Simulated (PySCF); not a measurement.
# One molecule, several mistakes: AlBH2O2

These are calculations, not measurements. They come from PySCF 2.14.0, an open-source quantum chemistry program, on an isolated molecule that a program drew, which may never have been made. The molecule is AlBH2O2 (charge 0, singlet), drawn as the SMILES string `B[O][Al]=[O]`.

Each row is a Hartree-Fock (HF) and frozen-core CCSD(T) single point in the cc-pV(D+d)Z basis, meant for a local HF minimum. Run 1 is clean. Each other run has one planted mistake out of seven kinds, and not every kind appears here: one electron removed, one electron added, multiplicity raised by two, geometry at a saddle point, minimal basis STO-3G, one bond length entered in bohr, all coordinates scaled. The reference is restricted for singlets and unrestricted otherwise, and also for a bond in bohr. Adding or removing an electron swaps singlet and doublet. Electrons count all cores. HOMO and LUMO are orbital energies over both spins, the gradient is its largest component, and the lowest frequency (negative if imaginary) is given only where the gradient is small. Bond lengths are over the 5 bonds as drawn. T1 is the CCSD diagnostic: over 0.02 (restricted) or 0.045 (unrestricted) a single reference is doubtful.

Geometry of the clean run:
```xyz
6
AlBH2O2, angstrom
B    -2.6438   -2.2175   -1.4008
O    -1.3585   -1.8359   -1.1994
Al    0.2072   -1.3706   -0.9541
O     1.6978   -0.9276   -0.7206
H    -2.9091   -2.8936   -2.3565
H    -3.4853   -1.8700   -0.6185
```

```
run,electrons,basis functions,<S^2>,HOMO (eV),LUMO (eV),gradient (hartree/bohr),lowest frequency (cm^-1),mean bond (Å),longest bond (Å),T1,HF (hartree),CCSD(T) (hartree),mistake
1,36,75,0.000,-11.13,0.86,9.0e-06,61,1.3961,1.652,0.0258,-417.55617,-418.10406,no fault
2,36,26,0.000,-6.71,8.07,5.6e-02,-,1.3961,1.652,0.0384,-412.23290,-412.46456,minimal basis STO-3G
3,36,75,0.637,-9.92,0.65,2.4e-02,-,1.6097,2.268,0.0657,-417.43413,-417.98533,one bond length entered in bohr
4,36,75,2.008,-6.85,0.36,1.3e-01,-,1.3961,1.652,0.0184,-417.49187,-417.98409,multiplicity raised by two
5,35,75,0.755,-16.74,-6.65,1.4e-01,-,1.3961,1.652,0.0194,-417.25824,-417.73733,?
6,36,75,0.000,-11.32,1.04,7.5e-02,-,1.3375,1.582,0.0238,-417.54193,-418.07963,?
```

**Which mistake was planted in run 5, and what did it cost?**

It counts 35 electrons, one fewer than the clean run, at the same geometry and basis. So the mistake is: one electron removed. Subtracting run 1 and multiplying by 627.51 kcal/mol a hartree, the energy moved by 187.0 kcal/mol in HF and 230.1 kcal/mol in CCSD(T).

**Which mistake was planted in run 6, and what did it cost?**

The mean and the longest bond both change by the same factor, 0.958, and the gradient is no longer small. So the mistake is: all coordinates scaled. Subtracting run 1 and multiplying by 627.51 kcal/mol a hartree, the energy moved by 8.9 kcal/mol in HF and 15.3 kcal/mol in CCSD(T).

Cautions from the logs. Run 1: T1 is over the limit, so its CCSD(T) energy is less reliable; run 2: T1 is over the limit, so its CCSD(T) energy is less reliable; run 3: T1 is over the limit, so its CCSD(T) energy is less reliable; run 6: T1 is over the limit, so its CCSD(T) energy is less reliable.
